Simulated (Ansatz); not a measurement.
Cartesian coordinates in Å:
```
F -1.157 1.508 0.684
Si -0.166 0.277 0.886
F -0.970 -0.811 1.725
Si 0.493 -0.684 -1.124
H 0.965 0.755 1.712
H 1.443 0.152 -1.904
H -0.608 -1.197 -1.979
```

The species carries charge 0 and has multiplicity 2.

Problem. List the CAM-B3LYP/def2-TZVPP orbital energies in eV (the Gaussian-basis code of Ansatz). (Estimate.)

Solution. Computed: α occupied: -1803.00, -1801.50, -673.79, -673.78, -147.35, -146.10, -102.74, -102.69, -102.64, -101.56, -101.38, -101.37, -35.20, -34.68, -18.27, -16.78, -15.72, -15.21, -14.83, -14.09, -13.71, -12.93, -11.87, -10.32, -7.84. α empty: 0.55, 1.06, 1.60, 2.23, 3.13, 3.50, 4.45, 4.67. β occupied: -1802.99, -1801.41, -673.79, -673.75, -147.34, -145.99, -102.73, -102.69, -102.63, -101.31, -101.31, -101.25, -35.17, -34.65, -18.08, -16.32, -15.69, -15.19, -14.75, -14.06, -13.68, -12.89, -11.75, -10.13. β empty: -2.21, 0.64, 1.51, 1.84, 2.34, 3.29, 3.76, 4.69. ⟨S²⟩ = 0.754.
